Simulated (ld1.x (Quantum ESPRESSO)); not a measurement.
**Ta (Z = 73): one change to a TM potential, before and after**

* Element: tantalum
* Generator: ld1.x (Quantum ESPRESSO) 7.5
* Type: norm-conserving Troullier–Martins (Kleinman–Bylander form)
* Functional: Wu–Cohen
* Relativity: scalar-relativistic
* Frozen core: [Kr] 4d10 4f14
* Valence charge: 13
* Reference configuration: 5s2 5p6 5d2 6s0 6p0 (charge +3)
* Partial waves: 5p (bound): rc 1.85 bohr; 5d (bound): rc 2.15 bohr; 5s (bound): rc 1.95 bohr
* Local potential: the s channel
* Core correction: Bessel-smoothed model core, default radius (core density twice the valence density)

All-electron outer shells of the reference configuration (Wu–Cohen, scalar-relativistic, ld1.x):

```csv
shell,level (eV),outermost node (bohr),outermost maximum (bohr)
5s,-101.08,0.54,0.98
5p,-67.19,0.58,1.12
4f,-52.89,–,0.44
5d,-29.13,0.65,1.51
6s,-27.01,1.30,2.42
6p,-19.89,1.53,3.00
```

Change: functional BLYP.

Cutoffs: the cutoffs (Ry, on a coarse ladder) from which the occupation-weighted sum of valence levels, in a spherical-Bessel basis at the reference potential, stays within 10 and 1 mRy of its value at 400 Ry; they do not see the model core or the augmentation charge, which bear on the density cutoff. Errors are all-electron minus pseudo energies relative to the spin-unpolarised reference configuration.

How do hardness, ghosts and transferability respond?

The potential gets neither clearly harder nor softer (40 Ry and 55 Ry → 40 Ry and 55 Ry); of the 7 tests that both files solve, the error grows in 0 and shrinks in 1 by more than 15 % and 0.3 meV (median size 2377.2 → 2358.2 meV); neither file shows a bound ghost at the reference potential, the only one tested.

| quantity | base | changed |
| --- | --- | --- |
| cutoff, loose | 40 Ry | 40 Ry |
| cutoff, tight | 55 Ry | 55 Ry |
| bound ghosts | none | none |
| error for 5s2 5p6 5d3 6s2 6p0, meV [ΔE -47.09 → -47.04 eV] | +5046 | +5006 |
| error for 5s2 5p6 5d3 6s1 6p0, meV [ΔE -38.57 → -38.64 eV] | +3095 | +3032 |
| error for 5s2 5p6 5d3 6s0 6p0, meV [ΔE -23.61 → -23.59 eV] | -17 | -14 |
| error for 5s2 5p6 5d4 6s0 6p0, meV [ΔE -37.16 → -37.12 eV] | -46 | -41 |
| error for 5s2 5p6 5d1 6s0 6p0, meV [ΔE 35.04 → 35.03 eV] | -45 | -42 |
| error for 5s2 5p6 5d4 6s1 6p0, meV [ΔE -44.98 → -44.92 eV] | +2377 | +2358 |
| error for 5s2 5p6 5d3.5 6s1.5 6p0, meV [ΔE -46.10 → -46.04 eV] | +3675 | +3645 |
| s: phases at 2.35 bohr within 0.05 rad from the reference energy up to (Ry; the scan ends near 5) | -4.1 | -4.1 |
| p: phases at 2.35 bohr within 0.05 rad from the reference energy up to (Ry; the scan ends near 5) | -1.4 | -1.3 |
| d: phases at 2.35 bohr within 0.05 rad from the reference energy up to (Ry; the scan ends near 5) | to the end of the scan | to the end of the scan |

Base: These tests converged, but a pseudo level misses the all-electron one widely, so the file describes the atom poorly there or has found another state: 5s2 5p6 5d3 6s2 6p0: 6s by 1.6 eV; 5s2 5p6 5d3 6s1 6p0: 6s by 2.4 eV; 5s2 5p6 5d3 6s0 6p0: empty 6s by 3.9 eV; 5s2 5p6 5d4 6s0 6p0: empty 6s by 3.0 eV; 5s2 5p6 5d1 6s0 6p0: empty 6s by 6.5 eV; 5s2 5p6 5d4 6s1 6p0: 6s by 2.0 eV; 5s2 5p6 5d3.5 6s1.5 6p0: 6s by 1.8 eV. Changed file: These tests converged, but a pseudo level misses the all-electron one widely, so the file describes the atom poorly there or has found another state: 5s2 5p6 5d3 6s2 6p0: 6s by 1.6 eV; 5s2 5p6 5d3 6s1 6p0: 6s by 2.4 eV; 5s2 5p6 5d3 6s0 6p0: empty 6s by 3.7 eV; 5s2 5p6 5d4 6s0 6p0: empty 6s by 2.9 eV; 5s2 5p6 5d1 6s0 6p0: empty 6s by 6.2 eV; 5s2 5p6 5d4 6s1 6p0: 6s by 2.0 eV; 5s2 5p6 5d3.5 6s1.5 6p0: 6s by 1.8 eV.
